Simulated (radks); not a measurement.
Valence configurations of Co I (all share [Ar]). Calculated with a radial shooting solver on a logarithmic mesh with Libxc functionals: scalar-relativistic Kohn-Sham, r2SCAN, spin-polarised, spherical densities, finite nucleus; open shells are filled with parallel spins first; meta-GGA in the generalised Kohn-Sham scheme; Fermi nuclear charge, rms radius 3.7875 fm. Energies are relative to 3d7 4s2; eigenvalues in eV for spin up.

[
 {"valence": "3d7.5 4s1.5", "E (eV)": "-0.162", "moment (Bohr magnetons)": "3", "e(3d)": "-7.462", "e(4p)": "-", "e(4s)": "-5.572"},
 {"valence": "3d8 4s1", "E (eV)": "-0.060", "moment (Bohr magnetons)": "3", "e(3d)": "-5.204", "e(4p)": "-", "e(4s)": "-5.154"},
 {"valence": "3d7 4s2", "E (eV)": "0.000", "moment (Bohr magnetons)": "3", "e(3d)": "-9.972", "e(4p)": "-", "e(4s)": "-5.948"},
 {"valence": "3d7 4s1 4p1", "E (eV)": "2.998", "moment (Bohr magnetons)": "5", "e(3d)": "-11.367", "e(4p)": "-2.620", "e(4s)": "-7.650"},
 {"valence": "3d6 4s2 4p1", "E (eV)": "6.711", "moment (Bohr magnetons)": "5", "e(3d)": "-17.504", "e(4p)": "-3.070", "e(4s)": "-8.667"},
 {"valence": "3d7 4p2", "E (eV)": "7.993", "moment (Bohr magnetons)": "5", "e(3d)": "-12.959", "e(4p)": "-3.318", "e(4s)": "-"},
 {"valence": "3d6 4p3", "E (eV)": "15.296", "moment (Bohr magnetons)": "7", "e(3d)": "-19.946", "e(4p)": "-4.611", "e(4s)": "-"},
 {"valence": "3d5 4s2 4p2", "E (eV)": "17.420", "moment (Bohr magnetons)": "7", "e(3d)": "-25.676", "e(4p)": "-4.625", "e(4s)": "-11.140"},
 {"valence": "3d5 4s1 4p3", "E (eV)": "19.625", "moment (Bohr magnetons)": "9", "e(3d)": "-26.450", "e(4p)": "-5.353", "e(4s)": "-12.113"},
 {"valence": "3d5 4p4", "E (eV)": "29.892", "moment (Bohr magnetons)": "7", "e(3d)": "-28.638", "e(4p)": "-5.923", "e(4s)": "-"}
]

NIST lists [Ar] 3d7 4s2 as the ground configuration; this level of theory puts 3d7.5 4s1.5 lower, by 0.162 eV. The energies are those of spherical high-spin densities, not of single terms.
